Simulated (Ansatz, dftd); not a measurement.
Species: BH$_{2}$S$_{2}$, charge 0, doublet. BH2S2 (SMILES [S]BS, doublet).
B3LYP-D3(BJ)/def2-TZVP minimum from Ansatz (a first-principles code):
```
B
H 1 1.1936
S 1 1.7526 2 115.87
S 1 1.8018 2 119.75 3 180.00
H 4 1.3430 1 96.63 2 0.00
```
Charge 0, spin multiplicity 2.

Property: atomisation energy (electronic, to ground-state atoms), in kcal/mol. Open shells are spin-unrestricted; no spin-orbit coupling. Cores are frozen in correlated methods. Rows without X2C or -DK are non-relativistic. CBS(X,Y): correlation extrapolated as X^-3, Hartree-Fock from the larger set. A bracket is a step between two methods taken in the basis named. Functionals run without relativity, which enters their misses. '+ core + X2C': CCSD(T) terms for core correlation (cc-pwCVTZ, 1s frozen past Ne) and scalar relativity (cc-pVTZ-DK). Where a partner has so few electrons that a lower coupled-cluster level is exact, that level stands in.

Compared with CCSD(T)/CBS(cc-pV(T+d)Z,cc-pV(Q+d)Z) + [CCSDT(Q) - CCSD(T)]/cc-pV(D+d)Z + core + X2C (Ansatz): 372.2 kcal/mol.

Costs are rough ratios of core time, to one figure, on one kind of shared machine, summed over the single points of the molecules; atoms, geometries and frequencies are left out. The first row took roughly 10 core seconds; short runs hold start-up time.

| level | program | cost relative to the first row |
|---|---|---|
| B3LYP-D3(BJ)/def2-TZVPD | Ansatz + dftd3 | 1 |
| B3LYP-D4/def2-TZVPD | Ansatz + dftd4 | 1 |
| r2SCANh/def2-TZVPD | Ansatz | 1 |
| CAM-B3LYP-D4/def2-TZVPD | Ansatz + dftd4 | 1 |
| wB97X-V/def2-TZVPD | Ansatz | 3 |
| wB97M-V/def2-TZVPD | Ansatz | 3 |
| CCSD(T)/cc-pV(T+d)Z | Ansatz | 5 |

Question: Which is the cheapest listed level within 1 kcal/mol of that value?

Answer: CAM-B3LYP-D4/def2-TZVPD.
| level | difference (kcal/mol) |
|---|---|
| B3LYP-D3(BJ)/def2-TZVPD | 2.3 |
| B3LYP-D4/def2-TZVPD | 1.6 |
| r2SCANh/def2-TZVPD | 5.9 |
| CAM-B3LYP-D4/def2-TZVPD | 0.4 |
| wB97X-V/def2-TZVPD | 3.8 |
| wB97M-V/def2-TZVPD | 4.3 |
| CCSD(T)/cc-pV(T+d)Z | -13.7 |
